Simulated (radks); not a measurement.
Excited configurations of Ho I: one electron is placed in a higher orbital outside [Xe] 4f11 6s1. The ground configuration is [Xe] 4f11 6s2. All-electron calculation, scalar-relativistic Kohn-Sham, PBE, spin-polarised, spherical densities, finite nucleus; open shells are filled with parallel spins first (spin-orbit coupling, left out, can overturn this in heavy ions); Fermi nuclear charge, rms radius 5.2022 fm. Program: a radial shooting solver on a logarithmic mesh with Libxc functionals. Excitation = E - E(ground); binding = E(ion) - E, where the ion is the core of charge +1; n* = 1/sqrt(2 binding) in atomic units, and the quantum defect is n - n*.

outer orbital  excitation (eV)  binding (eV)     n*  eigenvalue (eV)
5d                       2.205         3.859  1.878           -1.096
5f                       5.082         0.981  3.723           -0.471
6p                       2.191         3.872  1.874           -2.061
6d                       4.513         1.550  2.963           -0.790
6f                       5.365         0.698  4.415           -0.403
7s                       3.751         2.313  2.426           -1.425
7p                       4.360         1.704  2.826           -1.030
7d                       5.075         0.988  3.711           -0.581

The Delta-SCF ionisation energy is 6.063 eV (NIST Atomic Spectra Database: 6.022 eV, measured). Self-interaction in the functional shifts the binding energies and quantum defects, so they are the method's values and not measured ones. Open shells are spherical and high-spin; term and fine-structure splittings are not resolved. Spin-orbit splitting is averaged out at the scalar-relativistic level.
